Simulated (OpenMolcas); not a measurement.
**A convergence study on AlClF2 (SMILES [F][Al]([F])[Cl])**

AlClF2 has 4 atoms, charge 0, and is taken as a singlet. SMILES: `[F][Al]([F])[Cl]`. Geometry: a GFN2-xTB relaxation, a rough one for these elements and not checked as a minimum.

```csv
atom,x (Å),y (Å),z (Å)
F,1.0065,0.6785,1.1473
Al,0.0326,-0.0240,0.0254
F,0.3010,-1.6374,-0.1340
Cl,-1.3401,0.9830,-1.0388
```

Program: OpenMolcas 26.06. Method: RPBE/ANO-L-VDZP. Swept: integration grid. Watched: the vertical energy of the triplet above the singlet. Each run: energy. Hardware: 1 thread of Arm Neoverse V2, shared host.

The last row is the best point of the sweep, not the limit.

```json
{"integration grid": "Coarse", "value (eV)": "6.4991", "from the best (eV)": "-0.0039", "wall time": "15 s"}
{"integration grid": "SG1Grid", "value (eV)": "6.5029", "from the best (eV)": "-0.0002", "wall time": "16 s"}
{"integration grid": "Fine", "value (eV)": "6.5032", "from the best (eV)": "+0.0001", "wall time": "20 s"}
{"integration grid": "UltraFine", "value (eV)": "6.5031", "from the best (eV)": "0.0000", "wall time": "44 s"}
```

Task: Which is the coarsest setting good to 0.001 eV?

Result: SG1Grid: it is 0.0002 eV off and takes 16 s, against 44 s for UltraFine.
